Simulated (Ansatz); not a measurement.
Basis-set extrapolation for C₂H₅AlF₂O (`[OH][Al]([F])[CH2]CF`) (PBE0-D4/def2-TZVP geometry, frozen core, Ansatz). Multiplicity 1, RHF reference.

|  | def2-TZVPP | def2-QZVPP |
| --- | --- | --- |
| HF | -594.615189 | -594.639280 |
| MP2 correlation | -1.159065 | -1.256353 |
| CCSD(T) correlation | -1.223589 | not run |

Energies in hartree. Use E(X) = E(∞) + A·exp(−7.88·√X) for Hartree–Fock and E(X) = E(∞) + B·X^(−2.97) for correlation, with X = 3 and 4, and add CCSD(T) minus MP2 of the smaller set to the MP2 limit.

Task: What is the CCSD(T) energy at the basis-set limit?

Result: HF limit: -594.639280 + (-0.024091) × 0.13774 = -594.64260. MP2 limit: -1.256353 + (-0.097288) × 0.74074 = -1.32842. Higher-order term: -1.223589 − (-1.159065) = -0.06452. Total: -596.03554 hartree, 123.5 kcal/mol below CCSD(T)/def2-TZVPP.
